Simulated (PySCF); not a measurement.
Isomers of [C9H16P]+ (charge +1). Method: PBE0-D3(BJ)/def2-SVP geometry optimisation, gas phase in PySCF 2.14.0. One conformer each; no zero-point energy, no entropy. No frequencies were run at this level. Point groups hold within 0.08 Å.

Question: Order them by energy at this level, lowest first, and give relative energies in kcal/mol.
A. `[CH:1]#[C:2][CH2:3][P@@+:4]([CH3:5])([CH2:6][CH3:7])[CH2:8][CH:9]=[CH2:10]` (charge +1) with C2–C3–P4–C5 60°, C3–P4–C6–C7 179°, C3–P4–C8–C9 -64°, P4–C8–C9–C10 99°
B. `[CH:1]#[C:2][CH2:3][P@H+:4]([CH2:5][CH2:6][CH3:7])[CH:8]1[CH2:9][CH2:10]1` (charge +1) with C2–C3–P4–C5 -59°, C3–P4–C5–C6 179°, P4–C5–C6–C7 -63°, C3–P4–C8–C9 -146°
C. `[CH3:1][C:2]#[C:3][P@H+:4]1[C@H:5]([CH2:6][CH3:7])[C@@H:8]1[CH2:9][CH3:10]` (charge +1) with P4–C5–C6–C7 -6°, C5–C8–C9–C10 -163°

Answer: A (0.0), B (14.6), C (19.3).

As drawn, the highest has a three-membered ring, which the lowest lacks. Neighbours under 5.0 kcal/mol apart (C#CC[P@H+](CCC)C1CC1 and CC#C[P@H+]1[C@H](CC)[C@@H]1CC) can change places with a better method, another conformer or zero-point energy.

| SMILES | E (Eh) | E rel (kcal/mol) | dipole about centre of mass (D) | point group | A, B, C (MHz) |
| --- | --- | --- | --- | --- | --- |
| C#CC[P@@+](C)(CC)CC=C | -692.74947 | 0.0 | 2.29 | C1 | 1339, 931.1, 668.7 |
| C#CC[P@H+](CCC)C1CC1 | -692.72624 | 14.6 | 1.10 | C1 | 1239, 857.4, 567.9 |
| CC#C[P@H+]1[C@H](CC)[C@@H]1CC | -692.71871 | 19.3 | 2.30 | C1 | 1482, 608.9, 477.5 |

Question: How do the relative energies change in single points at PBE0/pcSseg-1 (no added dispersion term) on the same geometries?

Answer: 
```json
{"SMILES": "C#CC[P@@+](C)(CC)CC=C", "PBE0-D3(BJ)/def2-SVP (kcal/mol)": "0.0", "PBE0/pcSseg-1 (kcal/mol)": "0.0", "shift": "0.0"}
{"SMILES": "C#CC[P@H+](CCC)C1CC1", "PBE0-D3(BJ)/def2-SVP (kcal/mol)": "14.6", "PBE0/pcSseg-1 (kcal/mol)": "14.6", "shift": "0.0"}
{"SMILES": "CC#C[P@H+]1[C@H](CC)[C@@H]1CC", "PBE0-D3(BJ)/def2-SVP (kcal/mol)": "19.3", "PBE0/pcSseg-1 (kcal/mol)": "18.4", "shift": "-0.9"}
```

Each column counts from its own lowest isomer. The order is unchanged; the largest shift is 0.9 kcal/mol.
